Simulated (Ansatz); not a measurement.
`C[SiH2]C[SiH2]F` and `C[SiH2][CH2][AlH2]` differ in one atom or group.

Ansatz, PBE0-D4/def2-TZVP geometries, multiplicity 1. Each molecule was computed in one conformer, which needn't be the lowest.

```json
{"property": "LUMO energy (PBE/def2-TZVPP) / eV", "`C[SiH2]C[SiH2]F`": "-0.55"}
{"property": "HOMO–LUMO gap (ωB97M-V/def2-TZVPP) / eV", "`C[SiH2]C[SiH2]F`": "12.82"}
{"property": "HOMO energy (PBE0/def2-TZVPP) / eV", "`C[SiH2]C[SiH2]F`": "-8.65"}
{"property": "LUMO energy (PBE0/def2-TZVPP) / eV", "`C[SiH2]C[SiH2]F`": "0.32"}
{"property": "LUMO energy (ωB97M-V/def2-TZVPP) / eV", "`C[SiH2]C[SiH2]F`": "1.96"}
{"property": "LUMO energy (B3LYP/def2-TZVPP) / eV", "`C[SiH2]C[SiH2]F`": "0.10"}
```

(1) Give the same properties after the change, and the shifts. (An estimate is asked.)

Results:

(1) Ansatz gave: 
```csv
property,`C[SiH2][CH2][AlH2]`,shift
LUMO energy (PBE/def2-TZVPP) / eV,-2.16,-1.61
HOMO–LUMO gap (ωB97M-V/def2-TZVPP) / eV,10.26,-2.56
HOMO energy (PBE0/def2-TZVPP) / eV,-7.89,0.76
LUMO energy (PBE0/def2-TZVPP) / eV,-1.39,-1.71
LUMO energy (ωB97M-V/def2-TZVPP) / eV,0.19,-1.77
LUMO energy (B3LYP/def2-TZVPP) / eV,-1.60,-1.70
```

With PBE0 the HOMO rises by 0.76 eV and the LUMO falls by 1.71 eV, so the gap narrows by about 2.47 eV. PBE moves the HOMO by 0.68 eV and ωB97M-V by 0.78 eV.

B3LYP here is the variant with VWN-RPA as its local correlation; programs differ in this.
